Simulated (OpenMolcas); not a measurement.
**S: from CASSCF to CASPT2**

| Quantity | Value |
| --- | --- |
| Program | OpenMolcas 26.06 |
| Basis | ANO-R1 [4s3p1d] |
| Scalar Hamiltonian | X2C, finite nucleus |
| Active space | 6 electrons in 8 orbitals (3s 3p 4s 4p) |
| State averaging | 2S+1 = 3 even, 3 roots; 2S+1 = 1 even, 6 roots; 2S+1 = 3 odd, 1 root |
| Spin-orbit coupling | state interaction with AMFI integrals over the reference wave functions, term energies averaged over their components |

Methods on the same reference wave functions:
A. CASSCF
B. SS-CASPT2, IPEA 0.25 Eh, imaginary shift 0.1 Eh (closed shells correlated: 2s 2p)

Energies in cm⁻¹ above 3s² 3p⁴ ³P₂, the measured ground level; measured values from NIST Handbook of Basic Atomic Spectroscopic Data.

```json
{"Level": "3s² 3p⁴ ³P₂", "A": "0.0", "B": "0.0", "Measured": "0.0"}
{"Level": "3s² 3p⁴ ³P₁", "A": "327", "B": "328", "Measured": "396"}
{"Level": "3s² 3p⁴ ³P₀", "A": "478", "B": "479", "Measured": "574"}
{"Level": "3s² 3p⁴ ¹D₂", "A": "11830", "B": "11020", "Measured": "9239"}
{"Level": "3s² 3p⁴ ¹S₀", "A": "21350", "B": "23680", "Measured": "22180"}
```

Deviations, from unrounded energies. A percentage is the sum of absolute deviations over the sum of measured energies, with the sign that they share, or ± where signs differ.

```json
{"Against measurement": "mean absolute deviation (cm-1)", "Levels": "4", "A": "900", "B": "860"}
{"Against measurement": "fine structure of the ground term (%)", "Levels": "2", "A": "-17.0", "B": "-16.8"}
{"Against measurement": "other terms of the ground configuration (%)", "Levels": "2", "A": "±10.9", "B": "+10.4"}
```

A, B lie about equally close to measurement. The largest miss of B in the table is 3s² 3p⁴ ¹D₂, by +1800 cm-1. The ranking rests on the paired levels alone, and a cruder setting can come out closer through cancelling errors.

From A to B the spin-free energies of the other terms of 3s² 3p⁴ shown, above ³P, scale by factors of 0.93 to 1.11.

The lowest spin-free term lies below A's lowest term by 0.086 hartree in B.

CASPT2 does not keep the components of a term degenerate, so their means are used; among the terms shown or strongly mixed into the levels shown the widest spread is 36 cm-1 (3s² 3p⁴ ¹D, B). The run also gave levels led by 3s² 3p³ 4s, which use shells meant for correlation; these and all levels above them are left out. Without dynamic correlation excited terms often stand tens of per cent too high (terms of higher spin than the ground term too low), and those without a measured partner can miss by more than the paired ones (holds for A). Some terms miss by over 15 % even with CASPT2, which points to a basis or an active space too small for the shells correlated (holds for B). Computed and measured levels are paired by configuration, term and J; levels that our copy of the source lacks, or whose pairing is in doubt (as where it misses far off the trend of its configuration), stay unpaired and out of the deviations. Only configurations of the active space appear. Levels that lie high or do not pair safely by name in every column are left out.
